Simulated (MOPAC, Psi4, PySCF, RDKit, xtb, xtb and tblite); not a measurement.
Two geometries of SMILES O=C[SiH2]S, relaxed at GFN2-xTB with one dihedral held; other torsions can differ between them too.

Structure A

```
8

O      0.6015     1.8006     0.0540
C      1.0135     0.6700     0.0135
Si    -0.1486    -0.8586    -0.0812
S     -2.0707    -0.0666     0.3793
H      2.1063     0.4866     0.0144
H     -0.0776    -1.3986    -1.4338
H      0.2392    -1.8191     0.9392
H     -1.7314     1.1845     0.0898
```

Structure B

```
8

O     -1.8957     0.9093     0.8971
C     -1.0644     0.6741     0.0597
Si     0.0800    -0.8681     0.0911
S      2.1019    -0.1389     0.0839
H     -0.9216     1.3867    -0.7824
H     -0.0352    -1.5698    -1.1762
H     -0.1610    -1.6612     1.2853
H      2.0345     0.5575     1.2103
```

### Question
Which is lower in energy at the level DF-MP2 (frozen core)/cc-pVTZ // GFN2-xTB (Psi4), and by how much?

### Answer
A is lower, by 2.47 kJ/mol (dihedral C2–Si3–S4–H8: 20° in A, 60° in B).

E(B) − E(A) in kJ/mol at the other levels, on the same two geometries: GFN2-xTB (xtb and tblite) 2.98; MMFF94 // GFN2-xTB (RDKit) -1.87; B3LYP/def2-TZVP // GFN2-xTB (Psi4) -0.86; B3LYP-D3(BJ)/def2-TZVP // GFN2-xTB (Psi4) 0.47; PBE/def2-TZVP // GFN2-xTB (Psi4) 0.95; PBE-D3(BJ)/def2-TZVP // GFN2-xTB (Psi4) 1.63; r2SCAN/def2-TZVP // GFN2-xTB (Psi4) 1.96; HF/cc-pVTZ // GFN2-xTB (Psi4) -3.27; UFF // GFN2-xTB (RDKit) -5.91; PM3, restricted, heats of formation // GFN2-xTB (MOPAC) -12.45; PM6, restricted, heats of formation // GFN2-xTB (MOPAC) 1.65; GFN1-xTB // GFN2-xTB (xtb) 7.07; restricted B3LYP/6-31G*, spherical d // GFN2-xTB (PySCF) 1.38; restricted B3LYP/6-311+G**, spherical d, density fitting // GFN2-xTB (PySCF) -0.82; restricted M06-2X/6-31G*, spherical d // GFN2-xTB (PySCF) 3.90; restricted Hartree-Fock/3-21G // GFN2-xTB (PySCF) -1.35.
